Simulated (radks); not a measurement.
Task: Valence configurations of Zr+ (all share [Kr]). Method: Dirac Kohn-Sham, PBE, spin-unpolarised, spherical densities, finite nucleus; open shells fill j = l - 1/2 first; Fermi nuclear charge, rms radius 4.2694 fm; computed with a radial shooting solver on a logarithmic mesh with Libxc functionals. Order these by energy: 4d2 5s1; 4d3; 4d2.5 5s0.5; 4d1 5s1 5p1; 4d1.5 5s1 5p0.5; 4d1 5s2; 4d2 5s0.5 5p0.5; 4d2 5p1; 5s1 5p2.

Result: From the lowest, in eV above it: 4d2 5s1 0.000; 4d2.5 5s0.5 0.061; 4d3 0.330; 4d1 5s2 0.599; 4d2 5s0.5 5p0.5 1.791; 4d1.5 5s1 5p0.5 2.040; 4d2 5p1 3.598; 4d1 5s1 5p1 4.511; 5s1 5p2 10.866. NIST lists [Kr] 4d2 5s1 as the ground configuration; this level of theory agrees among the configurations tried. The energies are those of spherical spin-averaged densities, not of single terms.
